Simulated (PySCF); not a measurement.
**NdP: from constants to spectrum**

ROHF constants of NdP, quartet, about 3.1 electrons in the 4f shell (Mulliken), real f orbitals that mix terms (Nd x2c-TZVPall, P x2c-TZVPall; spin-free X2C with a Gaussian nucleus (PySCF 2.14); masses 141.9077 and 30.9738 u):

| Property | Result |
| --- | --- |
| ωe | 468.7 cm⁻¹ |
| ωexe | 0.715 cm⁻¹ |
| Be | 0.12148 cm⁻¹ |
| αe | 0.000262 cm⁻¹ |
| D (centrifugal) | 3.26e-08 cm⁻¹ |

Task: Give the vibrational terms G(v) and spacings up to v = 6.

Result: G(v) = ωe(v+½) − ωexe(v+½)².

| v | G(v) (cm⁻¹) | G(v) − G(v−1) | Bv (cm⁻¹) |
| --- | --- | --- | --- |
| 0 | 234.2 |  | 0.1213 |
| 1 | 701.4 | 467.3 | 0.1211 |
| 2 | 1167.3 | 465.8 | 0.1208 |
| 3 | 1631.7 | 464.4 | 0.1206 |
| 4 | 2094.7 | 463.0 | 0.1203 |
| 5 | 2556.2 | 461.6 | 0.1200 |
| 6 | 3016.3 | 460.1 | 0.1198 |

These are scalar-relativistic numbers at best; spin–orbit coupling would shift them, the dissociation energy most. Hartree–Fock leaves out correlation, which carries a large part of most bond energies and some tenths to 1 eV of ionisation energies. With d or f electrons several states lie close, and the lowest PBE0 determinant need not be the measured ground state.
